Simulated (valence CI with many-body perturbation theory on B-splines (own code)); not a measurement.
# Energy levels of Eu12+

Computed by valence CI with perturbative core correlation (CI+MBPT): five valence electrons over a frozen Dirac-Fock core [Kr] 4d10, a basis of 7 s, 7 p, 7 d, 7 f, 4 g, 2 h functions for each j, with the one-electron correlation potential Σ1 (screened to all orders), the two-electron term Σ2, the three-electron term Σ3, Breit, model QED; selected single and double excitations, second order for the rest, scaled by the run's own slope (own B-spline code, finite nucleus).

No measured levels were compared; by estimate terms of the open shell hold to a few per cent of their energy, and close levels can change places. Core correlation moves these levels by up to 43000 cm⁻¹, and in measured spectra 5 to 20 % of such shifts remained as error; rates that hang on mixing are uncertain with them. Among the levels kept, up to 720 cm⁻¹ of a level comes from second order outside the variational space, and about a tenth of that is noise between levels of different J, which matters for small intervals.

Levels 1 to 45 of 54, with energies above the lowest level, 4f3.5s2 4I°_9/2. "Leading %" is the weight of the configuration and term that name the level; weights of strongly mixed levels are sums over their largest components and can fall short. In the jj column 3d3/2^4 stands for four electrons in 3d with j = 3/2. Lifetimes count E1, E2, E3, M1 and M2 decay at the calculated energies, and are blank where another channel may lead or the interval is too uncertain; long ones can be off by a factor of two.

| No. | Configuration | Term | J | E (eV) | Leading % | Leading jj | Lifetime | Second component |
| --- | --- | --- | --- | --- | --- | --- | --- | --- |
| 1 | 4f3.5s2 | 4I° | 9/2 | 0.000 | 93 | 4f5/2^3 5s^2 (64 %) |  | 5 % 4f3.5s2 2H° |
| 2 | 4f3.5s2 | 4I° | 11/2 | 0.489 | 97 | 4f5/2^2 4f7/2 5s^2 (86 %) | 391 ms |  |
| 3 | 4f3.5s2 | 4I° | 13/2 | 0.992 | 97 | 4f5/2 4f7/2^2 5s^2 (78 %) | 313 ms |  |
| 4 | 4f3.5s2 | 4I° | 15/2 | 1.497 | 96 | 4f7/2^3 5s^2 (46 %) | 460 ms |  |
| 5 | 4f3.5s2 | 4F° | 3/2 | 2.381 | 89 | 4f5/2^3 5s^2 (48 %) |  | 8 % 4f3.5s2 2D° |
| 6 | 4f3.5s2 | 2H° | 9/2 | 2.558 | 60 | 4f5/2^2 4f7/2 5s^2 (54 %) | 75.2 ms | 22 % 4f3.5s2 2G° |
| 7 | 4f3.5s2 | 4F° | 5/2 | 2.664 | 94 | 4f5/2^2 4f7/2 5s^2 (71 %) | 2.10 s |  |
| 8 | 4f3.5s2 | 4F° | 7/2 | 2.890 | 85 | 4f5/2^2 4f7/2 5s^2 (61 %) | 2.36 s | 12 % 4f3.5s2 2G° |
| 9 | 4f3.5s2 | 4S° | 3/2 | 2.896 | 89 | 4f5/2^2 4f7/2 5s^2 (59 %) | 6.85 s | 7 % 4f3.5s2 2P° |
| 10 | 4f3.5s2 | 4F° | 9/2 | 3.207 | 73 | 4f5/2 4f7/2^2 5s^2 (83 %) | 173 ms | 20 % 4f3.5s2 2H° |
| 11 | 4f3.5s2 | 2H° | 11/2 | 3.399 | 90 | 4f5/2 4f7/2^2 5s^2 (68 %) | 82.6 ms | 7 % 4f3.5s2 4G° |
| 12 | 4f3.5s2 | 4G° | 5/2 | 3.594 | 96 | 4f5/2^2 4f7/2 5s^2 (41 %) | 3.60 s |  |
| 13 | 4f3.5s2 | 2G° | 7/2 | 3.617 | 53 | 4f5/2^2 4f7/2 5s^2 (68 %) | 205 ms | 36 % 4f3.5s2 4G° |
| 14 | 4f3.5s2 | 2K° | 13/2 | 3.976 | 96 | 4f5/2^2 4f7/2 5s^2 (66 %) | 83.5 ms |  |
| 15 | 4f3.5s2 | 4G° | 7/2 | 4.070 | 61 | 4f5/2 4f7/2^2 5s^2 (54 %) | 235 ms | 33 % 4f3.5s2 2G° |
| 16 | 4f3.5s2 | 4G° | 9/2 | 4.203 | 74 | 4f5/2 4f7/2^2 5s^2 (68 %) | 120 ms | 11 % 4f3.5s2 2G° |
| 17 | 4f3.5s2 | 2D° | 3/2 | 4.413 | 47 | 4f5/2 4f7/2^2 5s^2 (56 %) | 54.2 ms | 37 % 4f3.5s2 2P° |
| 18 | 4f3.5s2 | 2K° | 15/2 | 4.468 | 89 | 4f5/2^2 4f7/2 5s^2 (51 %) | 57.5 ms | 7 % 4f3.5s2 2L° |
| 19 | 4f3.5s2 | 2G° | 9/2 | 4.587 | 60 | 4f7/2^3 5s^2 (73 %) | 74.2 ms | 20 % 4f3.5s2 4G° |
| 20 | 4f3.5s2 | 4G° | 11/2 | 4.684 | 88 | 4f7/2^3 5s^2 (43 %) | 219 ms | 10 % 4f3.5s2 2H° |
| 21 | 4f3.5s2 | 2P° | 1/2 | 4.864 | 89 | 4f5/2^2 4f7/2 5s^2 (57 %) | 138 ms | 9 % 4f3.5s2 4D° |
| 22 | 4f3.5s2 | 2D° | 5/2 | 5.025 | 95 | 4f5/2 4f7/2^2 5s^2 (71 %) | 85.3 ms |  |
| 23 | 4f3.5s2 | 2P° | 3/2 | 5.648 | 50 | 4f7/2^3 5s^2 (70 %) | 42.9 ms | 43 % 4f3.5s2 2D° |
| 24 | 4f3.5s2 | 4D° | 3/2 | 5.898 | 75 | 4f5/2^2 4f7/2 5s^2 (73 %) | 509 ms | 21 % 4f3.5s2 2D° |
| 25 | 4f3.5s2 | 4D° | 5/2 | 5.911 | 72 | 4f5/2^2 4f7/2 5s^2 (64 %) | 185 ms | 22 % 4f3.5s2 2D° |
| 26 | 4f3.5s2 | 2I° | 11/2 | 5.989 | 80 | 4f5/2^2 4f7/2 5s^2 (72 %) | 155 ms | 17 % 4f3.5s2 2H° |
| 27 | 4f3.5s2 | 4D° | 1/2 | 6.094 | 89 | 4f5/2 4f7/2^2 5s^2 (57 %) | 437 ms | 9 % 4f3.5s2 2P° |
| 28 | 4f3.5s2 | 2L° | 15/2 | 6.184 | 91 | 4f5/2 4f7/2^2 5s^2 (45 %) | 89.8 ms | 7 % 4f3.5s2 2K° |
| 29 | 4f3.5s2 | 2I° | 13/2 | 6.352 | 97 | 4f5/2 4f7/2^2 5s^2 (86 %) | 139 ms |  |
| 30 | 4f3.5s2 | 4D° | 7/2 | 6.495 | 96 | 4f5/2 4f7/2^2 5s^2 (67 %) | 386 ms |  |
| 31 | 4f3.5s2 | 2L° | 17/2 | 6.522 | 98 | 4f5/2 4f7/2^2 5s^2 (98 %) | 210 ms |  |
| 32 | 4f3.5s2 | 2H° | 9/2 | 6.799 | 96 | 4f5/2 4f7/2^2 5s^2 (50 %) | 90.7 ms |  |
| 33 | 4f3.5s2 | 2D° | 3/2 | 7.076 | 76 | 4f5/2 4f7/2^2 5s^2 (66 %) | 58.4 ms | 20 % 4f3.5s2 4D° |
| 34 | 4f3.5s2 | 2H° | 11/2 | 7.182 | 78 | 4f5/2 4f7/2^2 5s^2 (49 %) | 55.3 ms | 18 % 4f3.5s2 2I° |
| 35 | 4f3.5s2 | 2D° | 5/2 | 7.269 | 48 | 4f5/2 4f7/2^2 5s^2 (56 %) | 41.2 ms | 25 % 4f3.5s2 4D° |
| 36 | 4f3.5s2 | 2F° | 5/2 | 8.166 | 68 | 4f7/2^3 5s^2 (51 %) | 21.4 ms | 28 % 4f3.5s2 2D° |
| 37 | 4f3.5s2 | 2F° | 7/2 | 8.449 | 94 | 4f7/2^3 5s^2 (41 %) | 25.5 ms |  |
| 38 | 4f3.5s2 | 2G° | 9/2 | 9.911 | 97 | 4f5/2 4f7/2^2 5s^2 (63 %) | 60.4 ms |  |
| 39 | 4f3.5s2 | 2G° | 7/2 | 10.146 | 96 | 4f5/2 4f7/2^2 5s^2 (54 %) | 86.5 ms |  |
| 40 | 4f4.5s | 6I | 7/2 | 11.155 | 97 | 4f5/2^3 4f7/2 5s (40 %) | 8.12 ms |  |
| 41 | 4f4.5s | 6I | 9/2 | 11.364 | 97 | 4f5/2^3 4f7/2 5s (55 %) | 7.46 ms |  |
| 42 | 4f4.5s | 6I | 11/2 | 11.611 | 98 | 4f5/2^2 4f7/2^2 5s (47 %) | 13.9 ms |  |
| 43 | 4f4.5s | 6I | 13/2 | 11.886 | 98 | 4f5/2^2 4f7/2^2 5s (64 %) | 17.0 ms |  |
| 44 | 4f4.5s | 6I | 15/2 | 12.181 | 98 | 4f5/2 4f7/2^3 5s (49 %) | 11.1 ms |  |
| 45 | 4f4.5s | 6I | 17/2 | 12.489 | 96 | 4f5/2 4f7/2^3 5s (45 %) | 11.2 ms |  |

Names give the largest LS component (configuration and term), which can be under half, so a name can repeat, a term be missing and a line seem to break the LS rules; names also repeat where a configuration has a term twice.

Where two levels of one J and parity lie close, their mixing, g and order are uncertain.

The ionisation energy to 4f2.5s2 3H_4 of the next ion comes out as 232.46 eV (NIST: 243 ± 12 eV (theoretical)). All 54 levels together are meant to be complete up to 14.112 eV.
